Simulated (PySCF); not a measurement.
BF2 (SMILES F[B]F), doublet, geometry from GFN2-xTB. Base run: HF/cc-pVDZ (PySCF).

The PySCF input:
```python
from pyscf import gto, scf

mol = gto.M(
    atom='''
B    -0.001407    0.560054    0.037735
F     1.106201   -0.152890   -0.009046
F    -1.105420   -0.158251   -0.011918
''',
    basis='cc-pvdz',
    charge=0,
    spin=1,
    verbose=3,
)

mf = scf.UHF(mol)
mf.kernel()
```

Variants of this job, named by their change:

```json
[
 {"change": "base", "E (Eh)": "-223.61722", "HOMO (eV)": "-11.70", "dipole (D)": "1.03", "<S^2>": "0.752"},
 {"change": "functional = pbe; dispersion = d4", "E (Eh)": "-224.34240", "HOMO (eV)": "-5.87", "dipole (D)": "0.32", "<S^2>": "0.752"},
 {"change": "functional = bhandhlyp", "E (Eh)": "-224.48915", "HOMO (eV)": "-8.88", "dipole (D)": "0.74", "<S^2>": "0.751"},
 {"change": "functional = blyp; dispersion = d3zero", "E (Eh)": "-224.54573", "HOMO (eV)": "-5.67", "dipole (D)": "0.33", "<S^2>": "0.751"},
 {"change": "functional = b3lyp", "E (Eh)": "-224.57217", "HOMO (eV)": "-7.11", "dipole (D)": "0.52", "<S^2>": "0.751"},
 {"change": "functional = b97-1", "E (Eh)": "-224.50732", "HOMO (eV)": "-7.00", "dipole (D)": "0.47", "<S^2>": "0.751"},
 {"change": "functional = revpbe", "E (Eh)": "-224.49475", "HOMO (eV)": "-5.86", "dipole (D)": "0.33", "<S^2>": "0.752"},
 {"change": "functional = blyp; dispersion = d3bjm", "E (Eh)": "-224.54787", "HOMO (eV)": "-5.67", "dipole (D)": "0.33", "<S^2>": "0.751"},
 {"change": "functional = pbe0", "E (Eh)": "-224.34655", "HOMO (eV)": "-7.48", "dipole (D)": "0.55", "<S^2>": "0.752"},
 {"change": "functional = mn15", "E (Eh)": "-224.39012", "HOMO (eV)": "-7.66", "dipole (D)": "0.63", "<S^2>": "0.752"},
 {"change": "functional = pbe0; dispersion = d4", "E (Eh)": "-224.34726", "HOMO (eV)": "-7.48", "dipole (D)": "0.55", "<S^2>": "0.752"},
 {"change": "functional = m06l", "E (Eh)": "-224.54204", "HOMO (eV)": "-6.22", "dipole (D)": "0.58", "<S^2>": "0.754"},
 {"change": "functional = blyp", "E (Eh)": "-224.54550", "HOMO (eV)": "-5.67", "dipole (D)": "0.33", "<S^2>": "0.751"}
]
```

Totals shift with the method and basis; they matter in differences.

Open shells are given as the SCF converged; they aren't shown to be the lowest states, and a large step between rows can be another state.
